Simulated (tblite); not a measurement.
Isophosphinoline, C9H7P.
Atom-mapped SMILES: `[cH:1]1[cH:2][cH:3][c:4]2[cH:5][p:6][cH:7][cH:8][c:9]2[cH:10]1` (hydrogens: H11 on C1; H12 on C2; H13 on C3; H14 on C5; H15 on C7; H16 on C8; H17 on C10)

Computed geometry: GFN2-xTB, gas phase.

Task: What internal coordinates does the optimisation give?

Result: 
```csv
bond,length (Å)
C1–C2,1.403
C2–C3,1.366
C3–C4,1.415
C4–C5,1.405
C5–P6,1.711
P6–C7,1.757
C7–C8,1.360
C8–C9,1.414
C9–C10,1.410
C1–C10,1.367
C4–C9,1.421
C1–H11,1.080
C2–H12,1.080
C3–H13,1.081
C5–H14,1.084
C7–H15,1.083
C8–H16,1.084
C10–H17,1.081
```

A selection of angles:
```csv
angle,degrees
C2–C1–C10,120.0
C1–C2–C3,120.2
C2–C3–C4,121.3
C3–C4–C5,119.8
C3–C4–C9,118.4
C5–C4–C9,121.9
C4–C5–P6,127.1
C5–P6–C7,99.9
P6–C7–C8,125.3
C7–C8–C9,124.7
C8–C9–C10,120.0
C4–C9–C8,121.2
C4–C9–C10,118.8
C1–C10–C9,121.3
```

Of the pairs four or more bonds apart, H13···H14 is among the closest relative to their van der Waals radii: 2.34 Å, 98 % of the sum of Bondi's values. The 6-membered ring C1–C2–C3–C4–C9–C10 has internal angles of 118.4° to 121.3° (sum 720°, against 720° for a flat polygon); it is planar, 0.00 Å rms from its mean plane, widest ring torsion 0°. The 10 heavy atoms lie in one plane (0.001 Å rms). The 2 C–P bonds span 1.711 Å (C5–P6, aromatic) to 1.757 Å (P6–C7, aromatic), a spread of 0.046 Å. The C–C distances run from 1.360 Å (C7–C8, aromatic) to 1.421 Å (C4–C9, aromatic), a spread of 0.061 Å. The 6-membered ring C4–C5–P6–C7–C8–C9 has internal angles of 99.9° to 127.1°; it is planar, 0.00 Å rms from its mean plane, widest ring torsion 0°.

Point group: Cs (tolerance 0.08 Å). Its GFN2-xTB frequencies are all real (lowest 121 cm⁻¹).
